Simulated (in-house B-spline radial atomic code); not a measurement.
A calculation on the silicon ion Si²⁺: its settings, and results tabulated from the run. Computed with a radial B-spline atomic code at the basis-set limit: Dirac-Hartree-Fock, average of configuration, Fermi nucleus of rms radius 3.1224 fm, inside a hard spherical wall at 6.47 bohr.

Command:
```bash
python run_scf.py task.json out
```
Settings (nuclear radius in fm, mass in u):
```
Z                14
configuration    [He] 2s1 2p6 3s2 3d1
hamiltonian      dirac
method           hf
spin_polarised   False
nucleus          fermi
rms_radius       3.1224
atomic_mass      27.97693
speed_of_light   137.035999084
wall_radius      6.47
```

Output (hartree, bohr):
```
 radial grid: 65 intervals, B-splines of order 8, outer radius 6.47 bohr

 iter        energy (Eh)    residual
    1       -280.7534780    2.83e-01
    2       -282.3091539    8.10e-02
    3       -282.3837573    3.21e-02
    4       -282.3954501    1.30e-02
    5       -282.3978489    2.43e-03
    6       -282.3979534    3.38e-04
    7       -282.3979572    5.10e-05
    8       -282.3979573    3.70e-06
    9       -282.3979573    1.22e-07

 total energy                     -282.397957
 kinetic                            283.64698
 electron-nucleus                  -660.53610
 electron-electron                   94.49117

 first-order corrections (not in the total)
   Gaunt                            0.05722
   retardation                     -0.00396
   frequency dependence            -0.00004
   self-energy                      0.03700
   Uehling                         -0.00229
   Wichmann-Kroll                   0.00000

 orbital      occ     eigenvalue          <r>       <r^2>       <1/r>       <r^4>     <1/r^3>       r_max    small
 1s1/2      2.000      -70.93352     0.111108   0.0166243     13.6476 0.000720039           -     0.07266  2.46e-03
 2s1/2      1.000       -7.87303     0.554364    0.368889     2.65505    0.271911           -      0.4472  3.70e-04
 2p1/2      2.000       -5.82144     0.513123    0.328132     2.54686    0.229279           -      0.3802  3.46e-04
 2p3/2      4.000       -5.79457      0.51503    0.330425     2.53435    0.232262     50.8263      0.3817  3.44e-04
 3s1/2      2.000       -1.37197      1.81889     3.79363    0.761441     22.6399           -       1.586  6.51e-05
 3d3/2      0.400       -0.60163       2.5288     7.40917    0.476986     88.2631     0.24404       2.137  2.77e-05
 3d5/2      0.600       -0.60161       2.5289     7.40963    0.476944     88.2708    0.243753       2.137  2.77e-05
```

Run time, properties included: 0.89 s on 1 thread of Arm Neoverse V1, on a shared host.

For the Dirac Hamiltonian the kinetic term is c α·p + (β - 1)c².
